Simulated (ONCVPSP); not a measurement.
# F (Z = 9): excitation energies, all-electron against ONCV

```
Element                 : F
Generator               : ONCVPSP 4.0.1
Type                    : optimised norm-conserving Vanderbilt (ONCV)
Functional              : PBE
Relativity              : scalar-relativistic
Frozen core             : [He]
Valence charge          : 7
Reference configuration : 2s2 2p5
Partial waves           : 2s: rc 0.80 bohr, ncon 4, nbas 7, qcut 8.2 1/bohr, 1 projector; 2p: rc 1.75 bohr, ncon 5, nbas 8, qcut 7.2 1/bohr, 2 projectors, debl 2.6 Ha
Local potential         : polynomial inside 0.80 bohr (lpopt 3, dvloc0 0 Ha)
Core correction         : Teter function fitted to the true core (icmod 2), fcfact 0.2
```

Energies are relative to the spin-unpolarised reference configuration 2s2 2p5; without spin polarisation the order of configurations can differ from experiment.

**Question.** Give the all-electron excitation energy and the error of the potential for: 2s2 2p4; 2s2 2p3; 2s2 2p2; 2s2 2p1.

**Answer.**

| valence configuration | charge | ΔE all-electron (eV) | error AE − PS (meV) |
| --- | --- | --- | --- |
| 2s2 2p4 | +1 | 19.390 | +87 |
| 2s2 2p3 | +2 | 57.775 | +626 |
| 2s2 2p2 | +3 | 118.412 | +2220 |
| 2s2 2p1 | +4 | 204.213 | +5714 |

Levels in the configuration 2s2 2p2:

| level | all-electron (eV) | pseudo (eV) |
| --- | --- | --- |
| 2s | -91.208 | -90.287 |
| 2p | -72.761 | -70.376 |
